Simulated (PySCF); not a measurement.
C6H7O2 (doublet state).
Cartesian coordinates in Å at the GFN2-xTB level; atoms count from 1:
```xyz
15
C6H7O2 angstrom
C     -1.7610    0.7139    0.2871
C     -1.9999   -0.5793   -0.4790
C     -0.7533   -1.2406   -0.9400
C      0.4804   -0.7510   -0.7130
C      1.5885   -0.2722   -0.4852
C      2.9034    0.2052   -0.2693
O      3.9137   -0.3386   -0.6582
O      2.9213    1.3605    0.4342
H     -1.1567    0.5259    1.1711
H     -2.7075    1.1495    0.5978
H     -1.2337    1.4331   -0.3348
H     -2.5576   -1.2880    0.1461
H     -2.6330   -0.3867   -1.3543
H     -0.8487   -2.1678   -1.4874
H      3.8396    1.6440    0.5571
```

The hyperfine couplings belong to this conformer and change with its torsions.

The species is `CC[CH]C#CC(=O)O` [radical].

Method: UKS B3LYP, pcH-1 on C H O, non-relativistic, mean-field spin-orbit, GIAO (PySCF). The structure is a single GFN2-xTB conformer in the gas phase; no vibrational or solvent corrections. The geometry wasn't refined by DFT: couplings that depend on bond lengths, twists or pyramidal angles can differ widely from those at the functional's own minimum. The SCF solution wasn't tested for stability.

(1) Give the principal g shifts and their parts.

(2) What are the electron Larmor frequencies g μB B/h along the three axes at 350 mT?

(3) Average each term over the three axes. Which is largest in size?

(4) In a frozen sample, at which fields do the three g values resonate at 9.5, 34, 94 and 263 GHz (hyperfine left aside), and which band first spreads them over more than twice a line width of 1.0 mT?

Answers

(1) 
| Δg (ppm) | 1 | 2 | 3 |
| --- | --- | --- | --- |
| relativistic mass correction | -164 | -164 | -164 |
| gauge correction | -5 | 28 | 34 |
| orbital Zeeman/spin–orbit | -7 | 1363 | 1964 |
| total | -176 | 1227 | 1834 |

So g = 2.00214, 2.00355, 2.00415 and g_iso = 2.00328; the tensor is rhombic: the two nearest values differ by 30 % of g3 − g1. Axes: g2 points within 5° of the C3–H14 bond.

(2) 9.8079, 9.8147, 9.8177 GHz for g1, g2 and g3, a range of 9.8 MHz.

(3) The orbital-Zeeman/spin–orbit term 1107, the mass correction -164 and the gauge correction 19 ppm, for a total of 962 ppm. The orbital-Zeeman/spin–orbit term is the largest in size. The mass correction is the same along every axis, so the anisotropy comes from the other two: their spans along these axes are 39 (gauge) and 1971 ppm (orbital Zeeman/spin–orbit).

(4) 
```
band    GHz  B(g3) mT  B(g2) mT  B(g1) mT  spread mT
   X    9.5    338.67    338.78    339.01       0.34
   Q   34.0   1212.09   1212.46   1213.31       1.22
   W   94.0   3351.08   3352.10   3354.45       3.36
   J  263.0   9375.91   9378.75   9385.32       9.41
```

The spread grows in proportion to the frequency. W band is the first where it exceeds 2.0 mT.

The largest Mulliken spin populations are on C3 (+0.67), C5 (+0.49), C4 (-0.23) and O7 (+0.11). The positive populations add up to 1.36 and the negative ones to -0.36, together 2S = 1. The angles at C3 add up to 360.0°, so it is planar; its axial dipolar tensor and the negative coupling of its proton fit spin in a p orbital normal to that plane.

The HOMO–LUMO gaps are 5.62 eV among the α and 4.13 eV among the β orbitals.
